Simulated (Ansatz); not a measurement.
Gas-phase electronic energies from Ansatz, PBE0-D4/def2-TZVP geometries. CCSD(T)/CBS adds triple-zeta CCSD(T) − MP2 to the extrapolated MP2 energy (def2 sets, frozen cores). This one scheme is used for every species. For Ga, Ge outer-core shells are correlated without core-valence functions, which leaves a few kJ/mol of doubt a bond. Scalar relativity is left out up to krypton.

Consider the cleavage of the Ga–Ge bond: `[GaH2][GeH3]` + PH₃ → `[PH2][GaH2]` + GeH₄.

```csv
species,CCSD(T)/CBS(def2) energy (Eh)
`[GaH2][GeH3]`,-4003.03316
PH₃,-342.72256
`[PH2][GaH2]`,-2267.26620
GeH₄,-2078.49493
```

Q: Work out ΔE.

A: ΔE = (-2267.26620) + (-2078.49493) − (-4003.03316) − (-342.72256) = -0.00541 Eh = -14.2 kJ/mol.

Largest T1 diagnostic among the species: 0.014.

Leaving LDA and LC-ωPBE aside and taking each functional with its dispersion term where it has one, the values, not all of them listed here, spread over 11.1 kJ/mol, from B97M-V to BLYP-D4. LDA lies −3.2 kJ/mol from PBE without D4.
